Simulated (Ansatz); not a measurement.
Cost and result for the atomization energy of CH$_{6}$BBrGe, SMILES `B[CH]([GeH3])Br` (10 atoms, 9 bonds).

Z-matrix (Å, degrees):
```
C
Ge 1 2.010
Br 1 1.945 2 106.9
B 1 1.522 2 101.9 3 123.8
H 1 1.090 2 104.3 3 -113.8
H 2 1.532 1 105.5 3 51.8
H 2 1.537 1 109.6 3 171.2
H 2 1.533 1 109.3 3 -67.4
H 4 1.193 1 121.9 2 -95.2
H 4 1.198 1 117.5 2 78.9
```

The species carries charge 0 and has multiplicity 1. Correlated methods include outer-core shells of Br, Ge, which these sets cover unevenly. Scalar relativity is left out up to krypton. The geometry is a stationary point of PBE0-D4/def2-TZVP. Program: Ansatz. All runs use 4 threads of a server CPU on a shared host. Times are those of one run each, without the atoms' runs, and a repeat can differ threefold. Electronic energies, without spin–orbit coupling; frozen cores. CCSD(T)/CBS adds CCSD(T) − MP2 in def2-TZVPP to the MP2 limit, and its time is that of the two runs behind it. T1 = 0.010. With those shells the extrapolation isn't a true limit. HSE06 is the plane-wave form, built on full-range PBE exchange.

CCSD(T)/CBS is a level of theory with its own doubt, some kJ/mol a heavy atom from the limit and from the frozen cores, so smaller differences don't rank the functionals.

```
                           level  functions  wall time  atomization (kJ/mol)  difference from CCSD(T)/CBS  per bond
              BLYP-D4/def2-TZVPP        242      2.6 s                3054.0                        -42.0      -4.7
              PBE0-D4/def2-TZVPP        242      3.9 s                3089.4                         -6.6      -0.7
             BHLYP-D4/def2-TZVPP        242        4 s                3031.6                        -64.4      -7.2
             HSE06-D4/def2-TZVPP        242      4.3 s                3090.4                         -5.6      -0.6
         CAM-B3LYP-D4/def2-TZVPP        242      4.7 s                3091.6                         -4.4      -0.5
           r2SCANh-D4/def2-TZVPP        242        7 s                3096.5                          0.5       0.1
               B2PLYP/def2-TZVPP        242        7 s                3050.4                        -45.6      -5.1
              ωB97X-V/def2-TZVPP        242       10 s                3100.5                          4.5       0.5
                CCSD(T)/def2-SVP        122       12 s                2925.9                       -170.1     -18.9
ωB97M-V/def2-TZVPP (with forces)        242       15 s                3082.9                        -13.1      -1.5
                  MP2/def2-QZVPP        472       29 s                3088.4                         -7.6      -0.8
              CCSD(T)/def2-TZVPP        242    4.2 min                3033.1                        -62.9      -7.0
               CCSD(T)/CBS(def2)          –    4.7 min                3096.0                          0.0       0.0
```

At CCSD(T), def2-SVP lies −170.1 kJ/mol from the extrapolated value and def2-TZVPP −62.9 kJ/mol: correlation converges slowly with the basis, and small sets miss more of it in the bonded molecule than in its fragments. From r2SCAN to r2SCAN0 (25 % exact exchange), in def2-TZVPP and without D4, the atomization energy moves by −30.9 kJ/mol: exact exchange takes away binding that semilocal exchange gives to molecules. In def2-TZVPP, CCSD(T) changes the Hartree–Fock value by +719.3 kJ/mol (the triples alone add +40.8 kJ/mol) and MP2 by +738.5 kJ/mol; breaking electron pairs costs correlation energy, which Hartree–Fock lacks.
